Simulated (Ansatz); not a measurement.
Relaxation of a periodic cell of 21 atoms, NaH$_{13}$O$_{7}$ (contents 6 H2O + 1 Na + 1 OH, density as packed 0.84 g/cm³ with natural masses), to a largest force component of 0.3 eV/Å in at most 15 steps.

Method: DFT PBE-D3(BJ), scalar-relativistic, plane waves, PAW (Ansatz 0.2.0). Settings: cutoff 420 eV, k mesh 1x1x1, fermi-dirac smearing 0.05 eV, no spin polarisation.

```xyz
21
Lattice="6.6282 0.0000 0.0000 0.0000 6.6282 0.0000 0.0000 0.0000 6.6282" Properties=species:S:1:pos:R:3
O 1.895 5.814 2.625
H 2.527 6.100 3.301
H 2.366 5.117 2.145
O 6.733 1.698 1.577
H 6.266 1.868 0.745
H 6.850 0.737 1.587
O 4.490 0.368 4.369
H 4.595 1.330 4.328
H 3.561 0.244 4.612
O 2.675 2.802 3.573
H 3.126 2.961 2.731
H 2.716 3.657 4.026
O 4.966 5.582 1.233
H 5.120 6.244 0.543
H 5.078 4.736 0.775
O 6.525 5.646 5.312
H 6.008 5.739 4.498
H 6.474 6.522 5.723
Na 2.771 1.283 0.492
O 5.330 3.420 4.146
H 5.091 2.812 3.417
```

Q: Where does it end, and by what steps?

A: The run ended unconverged. Limits of this set-up: coarse k mesh. After 14 steps the energy has fallen by 5.755 eV; H18 moved furthest, 1.42 Å. Joined: O7–Na19, O13–Na19.

```csv
step,energy less start (eV),largest force component (eV/Å),accepted
0,0.0000,1.141,yes
1,-0.8091,1.826,yes
2,-1.4429,3.205,yes
3,-2.3512,2.720,yes
4,-2.9714,1.997,yes
5,-3.4458,2.108,yes
6,-3.9435,1.929,yes
7,-4.4968,1.727,yes
8,-4.9198,1.897,yes
9,-5.2445,1.287,yes
10,-5.4178,1.531,yes
11,-5.5181,1.547,yes
12,-5.6115,0.984,yes
13,-5.7010,0.452,yes
14,-5.7549,0.400,yes
```

```xyz
21
Lattice="6.6282 0.0000 0.0000 0.0000 6.6282 0.0000 0.0000 0.0000 6.6282" Properties=species:S:1:pos:R:3
O 2.273 5.899 2.593
H 1.499 5.860 3.192
H 2.588 4.946 2.578
O 7.290 1.506 0.952
H 6.875 2.124 0.329
H 6.595 0.816 1.094
O 3.965 0.993 5.243
H 4.446 1.858 4.896
H 3.457 0.684 4.465
O 3.185 3.251 2.572
H 3.974 3.235 3.262
H 2.449 2.852 3.078
O 5.151 6.287 1.131
H 5.445 5.830 0.275
H 5.211 5.597 1.816
O 5.933 5.458 5.312
H 5.578 4.578 4.937
H 5.298 6.155 5.025
Na 2.997 0.832 0.896
O 5.098 3.124 4.311
H 5.856 2.796 3.798
```

Time of the run: 30 s on 1 thread of Arm Neoverse V1 (shared host), peak memory 0.34 GiB.
